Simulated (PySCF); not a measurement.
# Two-component Hartree-Fock for In⁺ (indium, charge +1)

Start: [Kr] 4d10 5s2. Calculated with PySCF 2.14 in x2c-TZVPall-2c with one added diffuse shell each of s, p, d, f type (9s10p6d3f, 90 functions): generalised Hartree-Fock with the X2C-1e Hamiltonian and a Gaussian nucleus; one run each with spin-orbit coupling (SO) switched off, then screened by Boettger's factors. This is a chosen level, not necessarily the ground level.

```json
{"spinor shell": "1s1/2", "electrons": "2", "ε, spin-free (eV)": "-28089.1", "ε, screened SO (eV)": "-28086.6", "weight of nominal j (screened SO)": "1.000", "rms radius, screened SO (bohr)": "0.0340"}
{"spinor shell": "2s1/2", "electrons": "2", "ε, spin-free (eV)": "-4302.9", "ε, screened SO (eV)": "-4302.2", "weight of nominal j (screened SO)": "1.000", "rms radius, screened SO (bohr)": "0.139"}
{"spinor shell": "2p1/2", "electrons": "2", "ε, spin-free (eV)": "-3855.8", "ε, screened SO (eV)": "-4002.0", "weight of nominal j (screened SO)": "1.000", "rms radius, screened SO (bohr)": "0.120"}
{"spinor shell": "2p3/2", "electrons": "4", "ε, spin-free (eV)": "-3855.8", "ε, screened SO (eV)": "-3788.9", "weight of nominal j (screened SO)": "1.000", "rms radius, screened SO (bohr)": "0.125"}
{"spinor shell": "3s1/2", "electrons": "2", "ε, spin-free (eV)": "-861.56", "ε, screened SO (eV)": "-861.40", "weight of nominal j (screened SO)": "1.000", "rms radius, screened SO (bohr)": "0.371"}
{"spinor shell": "3p1/2", "electrons": "2", "ε, spin-free (eV)": "-711.49", "ε, screened SO (eV)": "-738.77", "weight of nominal j (screened SO)": "1.000", "rms radius, screened SO (bohr)": "0.365"}
{"spinor shell": "3p3/2", "electrons": "4", "ε, spin-free (eV)": "-711.49", "ε, screened SO (eV)": "-698.95", "weight of nominal j (screened SO)": "1.000", "rms radius, screened SO (bohr)": "0.376"}
{"spinor shell": "3d3/2", "electrons": "4", "ε, spin-free (eV)": "-479.18", "ε, screened SO (eV)": "-483.87", "weight of nominal j (screened SO)": "1.000", "rms radius, screened SO (bohr)": "0.350"}
{"spinor shell": "3d5/2", "electrons": "6", "ε, spin-free (eV)": "-479.18", "ε, screened SO (eV)": "-475.90", "weight of nominal j (screened SO)": "1.000", "rms radius, screened SO (bohr)": "0.353"}
{"spinor shell": "4s1/2", "electrons": "2", "ε, spin-free (eV)": "-151.77", "ε, screened SO (eV)": "-151.75", "weight of nominal j (screened SO)": "1.000", "rms radius, screened SO (bohr)": "0.907"}
{"spinor shell": "4p1/2", "electrons": "2", "ε, spin-free (eV)": "-104.71", "ε, screened SO (eV)": "-109.53", "weight of nominal j (screened SO)": "1.000", "rms radius, screened SO (bohr)": "0.971"}
{"spinor shell": "4p3/2", "electrons": "4", "ε, spin-free (eV)": "-104.71", "ε, screened SO (eV)": "-102.51", "weight of nominal j (screened SO)": "1.000", "rms radius, screened SO (bohr)": "1.00"}
{"spinor shell": "4d3/2", "electrons": "4", "ε, spin-free (eV)": "-34.918", "ε, screened SO (eV)": "-35.490", "weight of nominal j (screened SO)": "1.000", "rms radius, screened SO (bohr)": "1.26"}
{"spinor shell": "4d5/2", "electrons": "6", "ε, spin-free (eV)": "-34.918", "ε, screened SO (eV)": "-34.531", "weight of nominal j (screened SO)": "1.000", "rms radius, screened SO (bohr)": "1.28"}
{"spinor shell": "5s1/2", "electrons": "2", "ε, spin-free (eV)": "-17.309", "ε, screened SO (eV)": "-17.311", "weight of nominal j (screened SO)": "1.000", "rms radius, screened SO (bohr)": "2.75"}
```

```
   quantity    spin-free  screened SO
E (hartree)  -5877.43133  -5878.71413
        M_J            0            0
       ⟨J²⟩        0.000        0.000
       ⟨L²⟩        0.000        0.017
       ⟨S²⟩        0.000        0.017
```

Breit and QED terms are absent; they matter most for the inner s and p1/2 levels.

Densities and radii are taken from the X2C orbitals without a picture-change correction, which distorts them close to the nucleus.

Without spin-orbit coupling the j labels of p, d and f shells carry no meaning; the spin-free column gives the mean over the occupied spinors of each nl shell.
